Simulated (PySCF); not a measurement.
GeH2I2, SMILES [I][GeH2][I].

Geometry optimised at B3LYP-D3(BJ)/def2-SVP. The def2 effective core potentials stand for the cores of I; spin–orbit coupling is left out.

Two levels are set side by side: TDA-PBE/def2-SVPD (PySCF) and TDA-M06-2X/def2-SVPD (PySCF). Vertical, same geometry. The lowest singlet is HOMO−1→LUMO 99 % with PBE and HOMO→LUMO 88 % with the other functional; states are paired by order. Differences are taken from unrounded values.

```tsv
quantity	TDA-M06-2X
lowest singlet excitation (eV)	4.77
lowest triplet excitation (TDA) (eV)	4.28
first bright state (f over 0.05) (eV)	7.03
its oscillator strength	0.06
```

Task: What does TDA-PBE give, and how far is it from TDA-M06-2X? (The exact figures need the calculation; the answer reports its results.)

Result: 
```tsv
quantity	TDA-PBE	TDA-PBE minus TDA-M06-2X
lowest singlet excitation (eV)	3.88	-0.89
lowest triplet excitation (TDA) (eV)	3.43	-0.85
first bright state (f over 0.05) (eV)	3.96	-3.07
its oscillator strength	0.05	-0.01
```

Functionals without exact exchange tend to place singlet excitations lower, as here. Differences between two approximate levels are no errors against the true value.

Rough cost on one machine, each run with all the roots and properties that it gave: TDA-M06-2X against TDA-PBE about 7 times.
